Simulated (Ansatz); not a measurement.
Relaxation of Pb₃F₆ with RKS B3LYP-D4/def2-SVP.

```sh
$ ansatz run in.yaml --threads 4 --pin off --events-out ev --progress --plain --max-ram 8704MiB
```

```yaml
crystal:
  periodic: [false, false, false]
  atoms:
    - {symbol: Pb, position_ang: [-1.767500, -0.179480, 0.926920]}
    - {symbol: Pb, position_ang: [1.269550, 1.455480, 0.537990]}
    - {symbol: Pb, position_ang: [0.500230, -1.275490, -1.465370]}
    - {symbol: F, position_ang: [0.117350, 0.273180, 2.056840]}
    - {symbol: F, position_ang: [-0.507450, -1.965180, 0.417730]}
    - {symbol: F, position_ang: [-1.564920, -0.413440, -1.297410]}
    - {symbol: F, position_ang: [-0.935020, 1.816520, 0.329490]}
    - {symbol: F, position_ang: [0.925500, 0.923080, -1.615340]}
    - {symbol: F, position_ang: [1.962260, -0.634660, 0.109140]}
basis:
  gaussian: {orbitals: def2-SVP}
hamiltonian: {xc: {name: B3LYP}, dispersion: d4}
scf: {lower_state_search: "off"}
output: {orbitals: {seedname: orbitals}}
relax: {f_tol: 0.02, max_steps: 100}
```

It took 12 s on 4 threads of Intel Xeon 6975P-C on a shared host.

Positions (Å) and forces (eV/Å) at steps 1, 2, 4 of 4:

```xyz
9
step=1 energy=-32048.6456 eV
Pb   -1.768   -0.179    0.927   -1.547   -0.169    0.793
Pb    1.270    1.455    0.538    1.113    1.277    0.461
Pb    0.500   -1.275   -1.465    0.418   -1.112   -1.281
F     0.117    0.273    2.057    0.106   -0.167    0.187
F    -0.507   -1.965    0.418    0.103   -0.158    0.184
F    -1.565   -0.413   -1.297   -0.100    0.164   -0.172
F    -0.935    1.817    0.329   -0.104    0.161   -0.178
F     0.925    0.923   -1.615   -0.112    0.157   -0.176
F     1.962   -0.635    0.109    0.123   -0.153    0.183
9
step=2 energy=-32048.5460 eV rejected
Pb   -1.942   -0.198    1.016    1.750    0.181   -0.916
Pb    1.394    1.598    0.590   -1.260   -1.439   -0.532
Pb    0.548   -1.401   -1.606   -0.494    1.259    1.441
F     0.104    0.281    1.997   -0.016    0.053    0.136
F    -0.509   -1.909    0.394   -0.075   -0.129    0.000
F    -1.521   -0.419   -1.254   -0.106   -0.075   -0.071
F    -0.904    1.763    0.340   -0.053    0.122    0.071
F     0.915    0.888   -1.565    0.101    0.043   -0.100
F     1.914   -0.604    0.088    0.152   -0.014   -0.029
9
step=4 energy=-32048.8696 eV
Pb   -1.854   -0.186    0.967   -0.006    0.000    0.003
Pb    1.329    1.524    0.563    0.005    0.005    0.002
Pb    0.525   -1.338   -1.530    0.002   -0.004   -0.005
F     0.114    0.268    2.035   -0.002    0.005    0.008
F    -0.508   -1.948    0.415   -0.005   -0.008   -0.001
F    -1.549   -0.411   -1.286   -0.007   -0.006   -0.004
F    -0.927    1.804    0.333   -0.003    0.008    0.006
F     0.915    0.912   -1.599    0.007    0.002   -0.006
F     1.955   -0.625    0.103    0.010   -0.001   -0.003
```

In the def2 sets Pb takes a core potential; there is no spin–orbit coupling. The structure comes from a short search, and lower isomers may exist.
